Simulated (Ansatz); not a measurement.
The cluster GeTe₄. Total charge 0; triplet. Geometry PBE-D4/def2-SVP.

Cartesian coordinates in Å:
```
Ge 0.884 -0.983 1.150
Te 2.141 1.169 0.126
Te 1.003 -0.656 -1.562
Te -2.323 0.326 -1.146
Te -1.705 0.144 1.431
```

In the def2 sets Te takes a core potential; there is no spin–orbit coupling. At PBE0-D4/def2-TZVP a singlet of charge 0 lies 0.54 eV below the triplet, each at its own geometry. The structure comes from a short search, and lower isomers may exist.

Problem. Estimate the α-spin orbital energies around the gap (eV) in Ansatz with PBE-D4/def2-TZVP, r2SCAN-D4/def2-TZVP, PBE0-D4/def2-TZVP, BHLYP-D4/def2-TZVP.

Solution. 
```
orbital  PBE-D4/def2-TZVP  r2SCAN-D4/def2-TZVP  PBE0-D4/def2-TZVP  BHLYP-D4/def2-TZVP
 HOMO−5             -6.76                -7.08              -7.79               -8.59
 HOMO−4             -6.31                -6.61              -7.29               -8.06
 HOMO−3             -5.99                -6.29              -7.05               -7.88
 HOMO−2             -5.81                -6.08              -6.79               -7.58
 HOMO−1             -5.26                -5.60              -6.28               -7.06
   HOMO             -4.60                -4.89              -5.58               -6.37
   LUMO             -3.13                -3.10              -2.45               -1.63
 LUMO+1             -3.00                -2.94              -2.34               -1.54
 LUMO+2             -2.00                -1.91              -1.36               -0.58
 LUMO+3             -1.85                -1.73              -1.16               -0.35
 LUMO+4             -1.52                -1.36              -0.80                0.04
 LUMO+5              1.48                 1.92               2.19                3.03
 β HOMO             -5.49                -5.69              -6.22               -6.79
 β LUMO             -4.54                -4.49              -3.94               -3.20
```
